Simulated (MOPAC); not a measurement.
MOPAC input (PM3):

```
PM3 1SCF GEO-OK AUX(PRECISION=9) THREADS=1
CClF

F    -1.46765236 1   -0.29091169 1    0.03213502 1
C    -0.59791644 1    0.67053518 1   -0.01923397 1
Cl    0.98802176 1   -0.08264740 1   -0.01022420 1
```

Problem. What heat of formation does the run end on, and which ionisation energy by Koopmans theorem?

Solution. 12.78 kcal/mol; 10.75 eV.
